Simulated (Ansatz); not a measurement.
Reaction (ligand exchange at the Al–O bond): `[AlH2][O][SiH2]S` + `C[SiH](N)Cl` → `C[SiH](Cl)[NH][AlH2]` + `O[SiH2]S`

Program: Ansatz. Geometries: PBE0-D4/def2-TZVP. ΔE: electronic, gas phase. CCSD(T)/CBS adds triple-zeta CCSD(T) − MP2 to the extrapolated MP2 energy (def2 sets, frozen cores). DFT in def2-TZVPP. B3LYP here is the variant with VWN-RPA as its local correlation; programs differ in this. One conformer a species, not always the lowest.

```
             level  ΔE (kJ/mol)
         r2SCAN-D4         56.3
               PBE         51.3
             B3LYP         60.6
    MP2/def2-TZVPP         55.7
SCS-MP2/def2-TZVPP         58.1
     HF/def2-QZVPP         70.3
    MP2/def2-QZVPP         56.6
     MP2/CBS(def2)         56.6
```

Task: What does CCSD(T)/CBS give? (An estimate is asked.)

Result: Computed: +56.3 kJ/mol. The listed levels differ from it by 0.0, -5.0, 4.3, -0.6, 1.8, 14.0, 0.3, 0.3 kJ/mol.

Largest T1 diagnostic among the species: 0.012.

In def2-TZVPP, CCSD(T) changes the Hartree–Fock value by −13.7 kJ/mol (the triples alone add −2.5 kJ/mol) and MP2 by −13.4 kJ/mol.
